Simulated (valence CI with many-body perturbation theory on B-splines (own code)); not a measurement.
# Sn19+: magnetic and hyperfine properties of the levels

Computed by valence CI with perturbative core correlation (CI+MBPT): three valence electrons over a frozen Dirac-Fock core [Ar] 3d10, radial functions for each j: 11 s, 11 p, 9 d, 7 f, 5 g, 2 h, 1 i, with the one-electron correlation potential Σ1 (screened to all orders), the two-electron term Σ2, the three-electron term Σ3, Breit, model QED; selected single and double excitations, second order for the rest (own B-spline code, finite nucleus).

No measured spectrum was set against this ion. As an estimate, levels hold to about 250 cm⁻¹ or 0.2 % of their energy and the worst to 1 %, as in measured heavy ions of charge 2 to 7; those with d or f electrons hold less well.

A/g_I is the dipole constant over the nuclear g factor μ/I (μ in nuclear magnetons, uniformly magnetised nucleus), B/Q the quadrupole constant per barn. Both hold the static response of the core; the bare values leave it out. Large factors of s and p1/2 electrons are usually good to 5 to 10 %; those of open d and f shells near neutrality can be off by tens of per cent, and small factors of p3/2, d and f electrons come from cancelling terms and can be off by a factor of two or in sign, in half-filled shells by more. B is blank for J = 1/2, where it vanishes, and for nearly pure S terms. Energies count from the lowest level.

Names give the largest LS component (configuration and term), which can be under half, so a name can repeat, a term be missing and a line seem to break the LS rules; names also repeat where a configuration has a term twice. Letters in brackets count levels of one name in rising energy.

```csv
Level,E (cm⁻¹),g,A/g_I (MHz),A/g_I bare,B/Q (MHz/b),B/Q bare
4s2 4p 2P°_1/2,0,0.664,64900,61700,,
4s2 4p 2P°_3/2,88441,1.333,10800,10100,20000,18900
4s 4p2 4P_1/2,328990,2.537,167000,159000,,
4s 4p2 4P_3/2,382540,1.710,55500,52700,16300,15400
4s 4p2 4P_5/2,409980,1.482,60600,57500,-4550,-4290
4s 4p2 2D_3/2,461150,0.868,-6970,-6600,22800,21500
4s 4p2 2P_1/2,494900,1.165,5830,5590,,
4s 4p2 2D_5/2,500140,1.317,53400,50700,22700,21400
4s 4p2 2S_1/2,582980,1.632,195000,185000,,
4s 4p2 2P_3/2,591090,1.284,-22200,-21000,-16200,-15300
4s2 4d 2D_3/2,714370,0.801,2600,2620,4470,4210
4s2 4d 2D_5/2,729750,1.200,4750,4630,5900,5550
4p3 2P°_3/2 [a],820310,1.370,8140,7870,16600,15600
4p3 4S°_3/2,882080,1.438,-2050,-1750,59.3,55.4
4p3 2D°_5/2,887240,1.197,22100,21100,-3280,-3090
4p3 2P°_1/2,938330,0.664,61800,58400,,
4s 4p 4d 4F°_3/2,970870,0.459,-21100,-20000,7180,6740
4s 4p 4d 4F°_5/2,987850,1.047,29300,27900,3570,3340
4p3 2P°_3/2 [b],997700,1.300,8410,8100,-16700,-15700
4s 4p 4d 4F°_7/2,1015900,1.252,34800,33100,3770,3510
4s 4p 4d 4P°_5/2,1029000,1.456,35400,33800,4790,4480
4s 4p 4d 4D°_3/2,1036200,1.362,22700,21800,3560,3340
4s 4p 4d 4D°_1/2,1039300,0.332,-74200,-70300,,
4s 4p 4d 4F°_9/2,1068400,1.333,29300,27900,24500,23000
4s 4p 4d 2F°_5/2 [a],1076400,0.996,13600,13000,8250,7790
4s 4p 4d 2D°_3/2 [a],1084700,0.877,-22000,-20800,-1370,-1290
4s 4p 4d 4P°_1/2,1096800,2.362,115000,110000,,
4s 4p 4d 4D°_5/2,1099300,1.315,35100,33400,-1070,-993
4s 4p 4d 4D°_7/2,1099800,1.389,34200,32600,-2530,-2370
4s 4p 4d 4P°_3/2,1100500,1.511,45500,43300,-6650,-6250
4s 4p 4d 2D°_5/2 [a],1122100,1.242,41500,39500,-4940,-4690
4s 4p 4d 2P°_3/2 [a],1156500,1.112,-3810,-3560,-2420,-2300
4s 4p 4d 2F°_7/2 [a],1162000,1.143,-2510,-2290,24200,22800
4s 4p 4d 2F°_7/2 [b],1184100,1.165,28000,26700,18700,17600
4s 4p 4d 2F°_5/2 [b],1185600,0.884,-13100,-12400,17200,16200
4s 4p 4d 2P°_1/2 [a],1201600,0.640,-69000,-65300,,
4s 4p 4d 2P°_1/2 [b],1212000,0.661,22100,21200,,
4s 4p 4d 2D°_3/2 [b],1226700,0.971,17200,16400,-14400,-13600
4s 4p 4d 2P°_3/2 [b],1227000,1.324,31300,30000,5140,4830
4s 4p 4d 2D°_5/2 [b],1233200,1.168,-13300,-12500,-12600,-11900
```

Task: Take the isotope of mass number 117, with I = 1/2, μ = -0.9995 μN. What is the hyperfine structure of 4s 4p2 2D_3/2?

Result: From the table A = 13900 MHz. Shifts from the centre of gravity in MHz: F = 1: -17400, F = 2: 10400.
